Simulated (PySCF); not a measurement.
Se⁻ (selenium, charge -1) across methods

[Ar] 3d10 4s2 4p5, 2P determinant. All numbers are calculated (PySCF 2.14, scalar relativity by spin-free X2C-1e, in aug-cc-pVDZ-DK (6s5p3d, 36 functions)).

| method | E (hartree) | mean ε 4s β (eV) | mean ε 4p α (eV) | mean ε 4p β (eV) | Σ⟨r²⟩ (bohr²) | ⟨S²⟩ |
| --- | --- | --- | --- | --- | --- | --- |
| PBE0 | -2429.503 | -10.690 | -0.650 | 0.099 | 57.62 | 0.753 |
| r2SCAN | -2429.765 | -9.396 | 0.134 | 0.876 | 57.62 | 0.755 |
| PBEsol | -2427.757 | -9.142 | 0.384 | 1.048 | 58.71 | 0.752 |
| wB97X | -2429.847 | -13.480 | -2.857 | -2.091 | 57.66 | 0.754 |
| LDA | -2426.201 | -9.421 | 0.264 | 0.900 | 59.01 | 0.752 |
| PBE | -2429.456 | -9.130 | 0.375 | 1.031 | 58.91 | 0.752 |
| UHF | -2427.99647 | -14.610 | -3.245 | -2.094 | 57.12 | 0.759 |
| LC-wPBE | -2429.499 | -13.851 | -3.112 | -2.339 | 56.23 | 0.754 |

Question: Estimate the same row for PW91.

Answer: E (hartree) = -2429.975; mean ε 4s β (eV) = -9.192; mean ε 4p α (eV) = 0.349; mean ε 4p β (eV) = 0.999; Σ⟨r²⟩ (bohr²) = 58.77; ⟨S²⟩ = 0.752.

The highest occupied level is positive at PW91, PBE0, r2SCAN, PBEsol, LDA, PBE: only the finite basis holds that electron, which in a density functional comes from self-interaction.
